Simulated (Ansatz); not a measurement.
One elementary step

Start structure (Si3H8O, closed shell), relaxed at PBE0-D4/def2-TZVP:

Si1  (-1.596, -1.034, 0.039)
Si2  (0.656, -1.817, 0.073)
H3  (-1.676, 1.109, -1.302)
O4  (-1.173, 0.858, -0.524)
Si5  (0.204, 1.752, -0.090)
H6  (-1.519, -0.586, 1.491)
H7  (1.229, -2.041, -1.289)
H8  (1.703, -1.063, 0.834)
H9  (0.552, -3.159, 0.724)
H10  (0.314, 1.632, 1.374)
H11  (1.377, 1.206, -0.803)
H12  (-0.071, 3.143, -0.527)
(Å)

The step: Si₂H₄ ([SiH][SiH3]) + SiH₄O ([OH][SiH3]) → Si₃H₈O ([SiH3][O][SiH2][SiH3]); bonds formed: Si1–H3; dative contacts that become bonds: Si1–O4; bonds broken: H3–O4. Computed with Ansatz 0.2.0 (basis: def2-TZVPP and def2-QZVPP); correlated methods freeze the cores. Extrapolation: Hartree–Fock as exp(−7.88 √X), correlation as X^−2.97. Energies below are by CCSD(T) at an estimated basis limit (MP2 extrapolated from triple and quadruple zeta, plus CCSD(T) − MP2 in triple zeta).

Question: What are the electronic barrier and the energy of the step, from the start structure to the end structure? (To be estimated.)

Answer: The calculation gives: Barrier 87.6 kJ/mol; step energy -257.5 kJ/mol (downhill); reverse barrier, their difference, 345.1 kJ/mol. Barrier and step energy count from the start structure, the reverse barrier from the end structure.

The saddle point: One imaginary mode of 1519i cm⁻¹.
```
  pair  start (Å)  saddle (Å)  end (Å)
Si1–H3       2.53        1.65     1.49
Si1–O4       2.02        1.90     1.64
 H3–O4       0.96        1.22     2.54
```

Zero-point energy (harmonic, PBE0-D4): ZPE is 190.8 kJ/mol at the start and 177.9 kJ/mol at the saddle, so the barrier goes from 87.6 to 74.7 kJ/mol.

The T1 diagnostic stays at or below 0.015. The restricted Hartree–Fock reference is unstable towards an unrestricted one at one or more of these structures.

Losses and insertions of silylenes and their heavier kin drive the gas-phase chemistry of silicon and germanium vapour deposition.

Labels in which every atom is bracketed show which atoms are joined, not bond orders.

For scale, one of the runs: CCSD(T)/def2-TZVPP, 269 basis functions, launched by `ansatz run in.yaml --threads 4 --pin off --events-out ev --progress --plain --max-ram 9574MiB`. Time: 2.2 min of wall clock on 4 CPU threads of an Arm Neoverse V2; the host was shared. Peak host memory: 6.2 GiB.
